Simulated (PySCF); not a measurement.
AlH7O2Si2. Atoms are numbered in the order given.

```xyz
12

Si     2.4611     0.6644     0.0000
Si     0.8419    -1.0453     0.0000
Al    -1.3646    -0.0426     0.0000
O     -2.0747     0.3138    -1.5238
O     -2.0747     0.3138     1.5238
H      3.8666     0.1224     0.0000
H      2.2844     1.5322     1.2190
H      2.2844     1.5322    -1.2190
H      1.0581    -1.9034    -1.2214
H      1.0581    -1.9034     1.2214
H     -2.9296     0.7434    -1.6792
H     -2.9296     0.7434     1.6792
```
Charge 0, spin multiplicity 1.

Coordinates come from a PBE-D3(BJ)/def2-SVP optimisation. The structure was generated by enumeration; whether it is a known compound was not checked. Other conformers were not sampled.

These are PBE-D3(BJ)/def2-SVP (PySCF) values and carry that method's errors.

Frequencies are harmonic and unscaled.

| mode | ν (cm⁻¹) | IR (km/mol) | moving atoms (share of kinetic energy) |
|---|---|---|---|
| 1 | 9 | 0.2 | O 54 %, Si 30 %, H 15 % |
| 2 | 64 | 0.3 | Si 57 %, O 22 %, H 17 % |
| 3 | 86 | 0.1 | H 87 %, O 11 % |
| 4 | 131 | 0.2 | O 42 %, H 28 %, Si 15 %, Al 15 % |
| 5 | 209 | 24.6 | O 51 %, Si 18 %, H 18 %, Al 13 % |
| 6 | 221 | 10.5 | Al 57 %, O 20 %, H 14 %, Si 8 % |
| 7 | 257 | 0.2 | H 93 % |
| 8 | 311 | 11.9 | H 90 %, Si 8 % |
| 9 | 340 | 251.5 | H 81 %, O 16 % |
| 10 | 365 | 15.2 | Si 40 %, Al 29 %, H 19 %, O 12 % |
| 11 | 432 | 4.4 | Si 81 %, H 12 % |
| 12 | 469 | 167.7 | H 88 %, O 8 % |
| 13 | 473 | 22.7 | H 83 %, Si 14 % |
| 14 | 490 | 121.1 | H 85 %, Si 10 % |
| 15 | 556 | 0.9 | H 60 %, O 40 % |
| 16 | 644 | 126.0 | H 84 %, Si 14 % |
| 17 | 658 | 0.8 | H 93 % |
| 18 | 789 | 157.7 | O 47 %, Al 31 %, H 21 % |
| 19 | 835 | 227.3 | H 91 %, Si 8 % |
| 20 | 874 | 13.6 | H 95 % |
| 21 | 899 | 63.5 | Al 48 %, O 45 % |
| 22 | 905 | 44.5 | H 95 % |
| 23 | 907 | 50.6 | H 97 % |
| 24 | 2135 | 53.0 | H 98 % |
| 25 | 2145 | 57.2 | H 99 % |
| 26 | 2147 | 16.4 | H 96 % |
| 27 | 2160 | 94.6 | H 96 % |
| 28 | 2161 | 125.1 | H 96 % |
| 29 | 3817 | 27.0 | H 94 % |
| 30 | 3819 | 97.7 | H 94 % |
